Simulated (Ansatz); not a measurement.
Geometry optimisation, Ansatz, RKS B3LYP/def2-SVP.

Input file:

```yaml
crystal:
  periodic: [false, false, false]
  atoms:
    - { symbol: O, position_ang: [0.4817, 1.1112, -0.545] }
    - { symbol: C, position_ang: [0.0008, -0.0258, 0.036] }
    - { symbol: O, position_ang: [0.4508, -0.3821, 1.2747] }
    - { symbol: Se, position_ang: [-1.1478, -0.9519, -1.0449] }
    - { symbol: H, position_ang: [0.0859, 1.412, -1.4872] }
    - { symbol: H, position_ang: [1.08184, 0.18546, 1.79559] }
basis:
  gaussian: { orbitals: def2-SVP }
hamiltonian:
  xc: b3lyp
relax:
  f_tol: 0.015
  max_steps: 40
```

Run as:

```bash
$ ansatz run input.yaml --threads 1 --pin off --max-ram 2048MiB --backend cpu --events-out ev --progress --plain --runs-dir out
```

Problem. Where does it end, and by what steps?

Solution. The run converged. After 8 steps the energy has fallen by 0.793 eV; H6 moved furthest, 0.30 Å.

```json
{"step": "0", "energy less start (eV)": "0.0000", "largest force component (eV/Å)": "3.163", "accepted": "yes"}
{"step": "1", "energy less start (eV)": "-0.6453", "largest force component (eV/Å)": "1.163", "accepted": "yes"}
{"step": "2", "energy less start (eV)": "-0.6530", "largest force component (eV/Å)": "1.138", "accepted": "yes"}
{"step": "3", "energy less start (eV)": "-0.7730", "largest force component (eV/Å)": "0.516", "accepted": "yes"}
{"step": "4", "energy less start (eV)": "-0.7594", "largest force component (eV/Å)": "1.641", "accepted": "no"}
{"step": "5", "energy less start (eV)": "-0.7902", "largest force component (eV/Å)": "0.191", "accepted": "yes"}
{"step": "6", "energy less start (eV)": "-0.7932", "largest force component (eV/Å)": "0.056", "accepted": "yes"}
{"step": "7", "energy less start (eV)": "-0.7932", "largest force component (eV/Å)": "0.018", "accepted": "yes"}
{"step": "8", "energy less start (eV)": "-0.7933", "largest force component (eV/Å)": "0.001", "accepted": "yes"}
```

```xyz
6
Properties=species:S:1:pos:R:3
O 0.523 1.126 -0.400
C -0.015 -0.031 -0.008
O 0.414 -0.379 1.191
Se -1.174 -0.989 -0.988
H 0.170 1.327 -1.284
H 1.034 0.296 1.520
```

Whether the end is a true minimum wasn't checked by a vibrational analysis.

Run time: 29 s on 1 thread of Arm Neoverse V1, on a shared host, peak memory 0.17 GiB.
